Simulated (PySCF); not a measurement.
C3H7N, SMILES C/C=N\C.

Geometry optimised at PBE-D3(BJ)/def2-SVP. The structure was generated by enumeration; whether it is a known compound was not checked.

Method: PBE-D3(BJ)/def2-SVP (PySCF).

Harmonic, unscaled wavenumbers; measured fundamentals usually lie a few per cent lower.

```
mode  ν (cm⁻¹)  IR (km/mol)  moving atoms (share of kinetic energy)
----  --------  -----------  --------------------------------------
1           94          3.1                                  H 95 %
2          137          0.6                                  H 96 %
3          323          1.8                          C 60 %, H 34 %
4          411          3.3                  H 36 %, N 36 %, C 28 %
5          566         14.1                  H 40 %, C 31 %, N 29 %
6          808          5.0                                  H 93 %
7          856          4.4                  C 46 %, H 41 %, N 13 %
8          989         18.5                  C 49 %, H 27 %, N 24 %
9         1021          0.0                          H 55 %, C 42 %
10        1065         13.7                          C 50 %, H 49 %
11        1084          0.4                   H 70 %, C 22 %, N 8 %
12        1118          3.8                  H 54 %, C 32 %, N 14 %
13        1312         11.3                          H 78 %, C 22 %
14        1355          2.0                          H 86 %, C 14 %
15        1363         19.9                           H 85 %, C 9 %
16        1397          8.7                                  H 96 %
17        1400          9.2                                  H 91 %
18        1407          4.6                                  H 97 %
19        1423          6.6                                  H 92 %
20        1719         65.3                          C 54 %, N 43 %
21        2912         64.7                                  H 96 %
22        2969          9.2                                  H 96 %
23        2979         35.3                                  H 92 %
24        3005         29.3                           H 91 %, C 9 %
25        3026         11.7                           H 91 %, C 9 %
26        3039          6.0                           H 91 %, C 9 %
27        3091         12.1                           H 91 %, C 9 %
```
